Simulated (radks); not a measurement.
Spherical quantum dot in the effective-mass picture: electrons in a hard-walled sphere of radius 9.38, all in effective atomic units (hartree* = m*/eps^2 hartree, bohr* = eps/m* bohr), one dielectric constant everywhere. Calculated with a radial shooting solver with Libxc functionals: non-relativistic Kohn-Sham, LDA (Slater exchange, Perdew-Wang correlation), spin-polarised, spherical densities. Levels are named by radial order and angular momentum (1s, 1p, 1d, 2s, ...), and open shells are averaged over m. Each electron was tried in the lowest free levels, single moves between levels near the top were tried too, and the lowest total energy was kept; such a search can miss a lower state. At N = 1 the Hartree and exchange-correlation terms need not cancel, so that row can carry a self-interaction error.

N        open shells  2S  mu = E(N) - E(N-1) (hartree*)  addition energy mu(N+1) - mu(N) (hartree*)  e(HOMO) (hartree*)  rms radius (bohr*)
1   1s(up 1, down 0)   1                       0.055979                                      0.1499             0.11949               5.098
2               none   0                        0.20584                                      0.1700             0.26981               5.549
3   1p(up 1, down 0)   1                        0.37585                                      0.1251             0.43789               5.936
4   1p(up 2, down 0)   2                        0.50099                                      0.1270             0.56435               6.160
5   1p(up 3, down 0)   3                        0.62795                                      0.1519             0.69160               6.318
6   1p(up 3, down 1)   2                        0.77982                                      0.1229             0.84098               6.442
7   1p(up 3, down 2)   1                        0.90274                                      0.1241             0.96469               6.543
8               none   0                         1.0269                                      0.1746              1.0891               6.627
9   1d(up 1, down 0)   1                         1.2015                                      0.1224              1.2626               6.714
10  1d(up 2, down 0)   2                         1.3238                                      0.1226              1.3851               6.787
11  1d(up 3, down 0)   3                         1.4465                                      0.1227              1.5078               6.850
12  1d(up 4, down 0)   4                         1.5692                                      0.1227              1.6305               6.906
13  1d(up 5, down 0)   5                         1.6919                                      0.1483              1.7533               6.955
14  1d(up 5, down 1)   4                         1.8402                                      0.1206              1.9005               7.000
15  1d(up 5, down 2)   3                         1.9609                                      0.1209              2.0213               7.041
16  1d(up 5, down 3)   2                         2.0818                                      0.1211              2.1423               7.078
17  1d(up 5, down 4)   1                         2.2028                                      0.1211              2.2634               7.112
18              none   0                         2.3240                                      0.1833              2.3845               7.144
19  1f(up 1, down 0)   1                         2.5072                                      0.1201              2.5673               7.178
20  1f(up 2, down 0)   2                         2.6273                                      0.1201              2.6874               7.208
21  1f(up 3, down 0)   3                         2.7475                                      0.1202              2.8076               7.237
22  1f(up 4, down 0)   4                         2.8677                                      0.1202              2.9277               7.264
23  1f(up 5, down 0)   5                         2.9878                                      0.1201              3.0479               7.289
24  1f(up 6, down 0)   6                         3.1080                                      0.1201              3.1680               7.312
25  1f(up 7, down 0)   7                         3.2281                                      0.1459              3.2881               7.335
26  1f(up 7, down 1)   6                         3.3739                                      0.1189              3.4334               7.356
27  1f(up 7, down 2)   5                         3.4929                                      0.1190              3.5524               7.376
28  1f(up 7, down 3)   4                         3.6119                                      0.1190              3.6714               7.395
29  1f(up 7, down 4)   3                         3.7309                                      0.1191              3.7904               7.413
30  1f(up 7, down 5)   2                         3.8500                                           -              3.9095               7.430

All shells are closed at N = 2, 8, 18 (there: 1s2 1p6 1d10); the second difference of the energy has clear peaks (12 % above both neighbours; the first and last values, which can be the largest, are not judged, and half-filled shells can peak too) at N = 2, 5, 8, 13, 18, 25.
